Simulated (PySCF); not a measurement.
Method: TPSSh-D3(BJ)/def2-TZVP // r2SCAN-D4/def2-SVP in PySCF. Gas-phase values, no solvent. 

Reference species: [Zr(Cl)4] (neutral, multiplicity 1).

```yaml
coordination_number: 4
LUMO: -3.18 eV
```

Changed species: [Zr(Cl)2(F)2] (2 of 4 Cl replaced by F; the reference has 0 of 4 Cl replaced by F).

Predict the effect on the coordination number and LUMO.

the coordination number stays essentially unchanged; the LUMO rises by 0.48 eV, to -2.70 eV.
